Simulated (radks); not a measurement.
Au78+, configuration 1s1 (the NIST ground configuration). Calculated with a radial shooting solver on a logarithmic mesh with Libxc functionals: non-relativistic Kohn-Sham, r2SCAN, spin-unpolarised, spherical densities, point nucleus; meta-GGA in the generalised Kohn-Sham scheme; relativity is left out, which matters for an element this heavy; without spin polarisation the odd electron is poorly described.

Radial electron density D(r) = 4 pi r^2 rho(r):

| r (bohr) | D(r) (e/bohr) |
|---|---|
| 0.0008493 | 1.242 |
| 0.001029 | 1.772 |
| 0.001237 | 2.478 |
| 0.001499 | 3.490 |
| 0.001816 | 4.874 |
| 0.0022 | 6.734 |
| 0.002666 | 9.185 |
| 0.003205 | 12.19 |
| 0.003883 | 16.08 |
| 0.004705 | 20.73 |
| 0.005701 | 26.00 |
| 0.006908 | 31.55 |
| 0.008303 | 36.56 |
| 0.01006 | 40.67 |
| 0.01219 | 42.65 |
| 0.01477 | 41.67 |
| 0.0179 | 37.34 |
| 0.02151 | 30.49 |
| 0.02607 | 21.82 |
| 0.03158 | 13.41 |
| 0.03827 | 6.858 |
| 0.04637 | 2.806 |
| 0.05618 | 0.8761 |
| 0.06753 | 0.2114 |
| 0.08183 | 0.03259 |
| 0.09915 | 0.003121 |
| 0.1201 | 0.0001678 |

D(r) has 1 maximum, at r = 0.0127 bohr.
